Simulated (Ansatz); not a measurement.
Q: Name a neutral molecule of C, S and H with HOMO–LUMO gap (PBE0/def2-TZVPP) between 5.65 and 5.95 eV and size of the dipole moment (ωB97M-V/def2-TZVPP) between 1.25 and 1.55 D (Ansatz, PBE0-D4/def2-TZVP geometry).

A: `CCSc1ccccc1` (5.72 eV, 1.40 D); `C=CCSC=C` (5.94 eV, 1.40 D); `CSc1ccccc1` (5.74 eV, 1.28 D). Other molecules can fit too; these were computed, each in one conformer that needn't be the lowest.
